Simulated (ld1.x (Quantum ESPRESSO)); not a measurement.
# Sn: variants of one TM semilocal potential

Base potential:

Sn (Z = 50), norm-conserving Troullier–Martins (semilocal form), made with ld1.x (Quantum ESPRESSO) 7.5 (PBEsol, scalar-relativistic). Core [Kr], reference 4d10 5s2 5p2. Waves: 5p (bound): rc 2.55 bohr; 4d (bound): rc 1.45 bohr; 5s (bound): rc 2.15 bohr. Local part: the s channel. Core correction: Bessel-smoothed model core inside 1.30 bohr.

Cutoffs, loose and tight: the cutoffs (Ry, on a coarse ladder) from which the occupation-weighted sum of valence levels, in a spherical-Bessel basis at the reference potential, stays within 10 and 1 mRy of its value at 400 Ry. They do not see the model core or the augmentation charge, which bear on the density cutoff. Test errors are all-electron minus pseudo excitation energies from the reference, over the configurations 4d10 5s2 5p1; 4d10 5s2 5p0; 4d10 5s1 5p0; 4d10 5s2 5p1.5; 4d10 5s1 5p3; 4d9 5s2 5p3; 4d9 5s2 5p2. A dash means not determined; rows that change the core or the reference have their own tests.

A semilocal file is local in each channel, so a ghost entry of none says nothing of the separable form that plane-wave codes build from it.

```tsv
change	outcome	cutoff, loose	cutoff, tight	bound ghosts	largest test error (meV)
base	generated	90 Ry	140 Ry	none	-219
wave 5p (bound): rc 2.55 bohr becomes 5p (bound): rc 1.82 bohr	generated	90 Ry	140 Ry	none	-117
wave 5p (bound): rc 2.55 bohr becomes 5p (bound): rc 2.12 bohr	generated	90 Ry	140 Ry	none	-219
wave 5p (bound): rc 2.55 bohr becomes 5p (bound): rc 2.34 bohr	generated	90 Ry	140 Ry	none	-227
wave 5p (bound): rc 2.55 bohr becomes 5p (bound): rc 2.64 bohr	generated	90 Ry	140 Ry	none	-214
wave 5p (bound): rc 2.55 bohr becomes 5p (bound): rc 2.84 bohr	generated	90 Ry	140 Ry	none	-194
wave 5p (bound): rc 2.55 bohr becomes 5p (bound): rc 3.12 bohr	generated	90 Ry	140 Ry	none	-155
wave 5p (bound): rc 2.55 bohr becomes 5p (bound): rc 3.66 bohr	generated	90 Ry	140 Ry	none	-118
wave 5p (bound): rc 2.55 bohr becomes 5p (bound): rc 3.88 bohr	generated	90 Ry	140 Ry	none	-151
```

Question: What comes out with this change to the base: wave 5p (bound): rc 2.55 bohr becomes 5p (bound): rc 3.30 bohr?

Answer: outcome: generated; cutoff, loose: 90 Ry; cutoff, tight: 140 Ry; bound ghosts: none; largest test error (meV): -134.

Question: What comes out with this change to the base: wave 5p (bound): rc 2.55 bohr becomes 5p (bound): rc 1.72 bohr?

Answer: outcome: generated; cutoff, loose: 90 Ry; cutoff, tight: 140 Ry; bound ghosts: none; largest test error (meV): -43.

Reading the sweep of the p radius (base included, trends over the rows without a ghost): The loose cutoff stays near 90 Ry. The median size of the test errors (rows with all tests solved) is not monotonic: lowest 1.9 meV at 1.72 bohr, highest 43.6 meV at 3.66 bohr.
